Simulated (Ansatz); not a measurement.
Reaction (redistribution): `C[SiH](C)O[SiH](C)C` + `BOB` → 2 `BO[SiH](C)C`

Calculated with Ansatz (gas phase, PBE0-D4/def2-TZVP geometries, no zero-point term in ΔE). CCSD(T)/CBS adds triple-zeta CCSD(T) − MP2 to the extrapolated MP2 energy (def2 sets, frozen cores). This one scheme is used for every species. Functionals use def2-TZVPP. B3LYP here is the variant with VWN-RPA as its local correlation; programs differ in this. One conformer a species, not always the lowest.

```json
{"level": "PBE-D4", "ΔE (kcal/mol)": "-3.7", "difference from CCSD(T)/CBS": "-1.8"}
{"level": "PBE0-D4", "ΔE (kcal/mol)": "-2.5", "difference from CCSD(T)/CBS": "-0.6"}
{"level": "ωB97X-V", "ΔE (kcal/mol)": "-2.2", "difference from CCSD(T)/CBS": "-0.3"}
{"level": "B2PLYP", "ΔE (kcal/mol)": "-2.6", "difference from CCSD(T)/CBS": "-0.7"}
{"level": "PBE", "ΔE (kcal/mol)": "-4.4", "difference from CCSD(T)/CBS": "-2.5"}
{"level": "r2SCAN", "ΔE (kcal/mol)": "-3.4", "difference from CCSD(T)/CBS": "-1.5"}
{"level": "PBE0", "ΔE (kcal/mol)": "-3.2", "difference from CCSD(T)/CBS": "-1.3"}
{"level": "B3LYP", "ΔE (kcal/mol)": "-3.2", "difference from CCSD(T)/CBS": "-1.3"}
{"level": "CCSD(T)/def2-TZVPP", "ΔE (kcal/mol)": "-2.1", "difference from CCSD(T)/CBS": "-0.2"}
{"level": "HF/CBS(def2)", "ΔE (kcal/mol)": "0.0", "difference from CCSD(T)/CBS": "1.9"}
{"level": "CCSD(T)/CBS", "ΔE (kcal/mol)": "-1.9", "difference from CCSD(T)/CBS": "0"}
```

Largest T1 diagnostic among the species: 0.012.

From PBE to PBE0 (25 % exact exchange), in def2-TZVPP and without D4, ΔE moves by +1.2 kcal/mol. In def2-TZVPP, CCSD(T) changes the Hartree–Fock value by −2.0 kcal/mol (the triples alone add −0.3 kcal/mol) and MP2 by −1.7 kcal/mol.

CCSD(T)/CBS has its own doubt, a few kJ/mol and more with outer-core shells, so smaller differences from it don't rank the levels.
